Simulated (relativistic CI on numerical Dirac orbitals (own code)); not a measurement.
Method of calculation: Dirac-Coulomb-Breit CI, orbitals from a KLI potential per configuration, model QED (radiative potential, 1s self-energy scaled to tabulated hydrogen-like ionisation energies), unscaled Slater integrals (own radial code, finite nucleus).

Configurations in the expansion (outside the closed core [Ar] 3d10): 4s2.4p6.4d2, 4s2.4p6.4d.4f, 4s2.4p5.4d3, 4s.4p6.4d3, 4s2.4p5.4d2.4f, 4s.4p6.4d2.4f, 4s2.4p6.4d.5s, 4s2.4p6.4f.5s, 4s2.4p6.4d.5p, 4s2.4p6.4d.5d, 4p6.4d3.4f, 4s2.4p5.4d2.5s, 4s2.4p6.4d.5f, 4s.4p6.4d.4f.5s, 4s2.4p6.5s.5p, 4s2.4p6.4d.5g, 4s.4p6.4d2.5s, 4s2.4p5.4d2.5d, 4s2.4p6.4d.6s, 4s2.4p6.4d.6d, 4s2.4p6.4f2, 4s2.4p5.4f3, 4s.4p6.4f3, 4p6.4d4, 4p5.4d5, 4p5.4d4.4f, 4s2.4p6.4f.5p, 4s2.4p5.4f2.5p, 4s.4p6.4f2.5p, 4s2.4p6.5s2, 4s2.4p5.4f.5s2, 4s.4p6.4f.5s2, 4s2.4p6.5p2, 4s2.4p5.4f.5p2, 4s.4p6.4f.5p2, 4p6.4d3.5s, 4p5.4d4.5s, 4p5.4d3.4f.5s, 4s.4p6.4d.5s2, 4s.4p5.4d.4f.5s2, 4p6.4d.4f.5s2. Double excitations out of closed p, d and f shells are left out; levels of such configurations are missing from the list, as are those of other unlisted configurations, and high levels can miss mixing partners. These lack a partner that the ground configuration has and come out too high: 4s2.4p5.4d2.5s, 4s.4p6.4d2.5s, 4s2.4p5.4d2.5d.

At this charge energies of transitions that change n are usually good to better than 1 %, and those within a shell (Δn = 0) to a few per cent.

Outline of the computed level scheme of Au XLII. Lowest level of each configuration: 4s2.4p6.4d2 3F_2 at 0.000 eV; 4s2.4p5.4d3 3D°_2 at 176.282 eV.

Some strong electric-dipole decays among the lowest 45 levels: 4s2.4p5.4d3 3D°_1 → 4s2.4p6.4d2 3F_2 (3.8e+11 s⁻¹); 4s2.4p5.4d3 3D°_1 → 4s2.4p6.4d2 3F_2 (3.4e+11 s⁻¹); 4s2.4p5.4d3 3F°_2 → 4s2.4p6.4d2 3F_2 (3.2e+11 s⁻¹); 4s2.4p5.4d3 3G°_3 → 4s2.4p6.4d2 3F_2 (2.1e+11 s⁻¹); 4s2.4p5.4d3 3D°_1 → 4s2.4p6.4d2 3P_0 (1.8e+11 s⁻¹); 4s2.4p5.4d3 3D°_1 → 4s2.4p6.4d2 3P_0 (4.9e+10 s⁻¹); 4s2.4p5.4d3 3G°_4 → 4s2.4p6.4d2 3F_3 (2.7e+10 s⁻¹); 4s2.4p5.4d3 3P°_2 → 4s2.4p6.4d2 3F_2 (2.6e+10 s⁻¹).

LS names give the leading component of a level, which can be under half, so a name can repeat, a term be missing and a line seem to break the LS rules.
